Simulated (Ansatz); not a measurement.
A nudged elastic band was laid between two geometries of H7OPSi2 (11 atoms, charge 0, multiplicity 1).

Method: Ansatz 0.2.0, RKS r2SCAN-D4/def2-SVP.

```yaml
movable_images: 5
climbing_image: yes
spring: 50.0 eV/Å²
optimiser: quadratic models (default)
start_path: IDPP
force_threshold: 0.03 eV/Å
iteration_limit: 60
end_points: relaxed
```

Initial state:

```xyz
11
Properties=species:S:1:pos:R:3
O 1.416 2.233 -1.334
P -0.082 1.533 -0.975
Si 0.645 -0.432 -0.078
Si -1.172 -1.474 0.987
H 1.374 2.560 -2.244
H -0.298 2.121 0.316
H 1.771 -0.215 0.884
H 1.139 -1.291 -1.198
H -2.266 -1.727 0.000
H -1.703 -0.589 2.070
H -0.758 -2.776 1.593
```

Final state:

```xyz
11
Properties=species:S:1:pos:R:3
O 1.177 1.846 -1.992
P -0.111 0.813 -1.625
Si 0.723 -0.145 0.266
Si -1.032 -1.264 1.357
H 1.379 1.736 -2.931
H -0.925 1.726 -0.874
H 1.340 0.878 1.167
H 1.780 -1.126 -0.131
H -2.117 -0.294 1.703
H -0.547 -1.908 2.616
H -1.602 -2.317 0.463
```

(1) Which bonds break or form, and what moves?

(2) Give the energies along the band, and the barrier.

(3) What is the geometry of the highest image?

## Answers

(1) No bond is made or broken. The dihedral P2–Si3–Si4–H11 goes from 180 to 60°. The two ends are copies of one structure, up to a mirror image or an exchange of like atoms.

(2) It converged. The highest image is number 3 of 0 to 6, 2.8 kJ/mol above the ends, which have the same energy within 2 meV. Another band between the same ends (5 images) ends at a top of the same energy, where a vibrational analysis finds 1 clearly imaginary mode.

```
image  path coordinate (Å)  energy (kJ/mol)  dihedral P2–Si3–Si4–H11 (°)
    0                 0.00              0.0                          180
    1                 0.72              0.7                          160
    2                 1.44              2.1                          140
    3                 2.17              2.8                          120
    4                 2.89              2.2                          100
    5                 3.60              0.7                           80
    6                 4.32              0.0                           60
```

(3) 
```xyz
11
Properties=species:S:1:pos:R:3
O 1.285 2.005 -1.770
P -0.104 1.090 -1.457
Si 0.713 -0.270 0.176
Si -1.106 -1.340 1.230
H 1.420 2.009 -2.727
H -0.735 1.963 -0.509
H 1.531 0.494 1.169
H 1.599 -1.282 -0.477
H -2.398 -0.902 0.614
H -1.141 -0.999 2.685
H -0.999 -2.824 1.086
```

Time of the run: 52 s on 2 threads of Intel(R) Xeon(R) Platinum 8488C (Sapphire Rapids), on a shared host, peak memory 0.19 GiB.
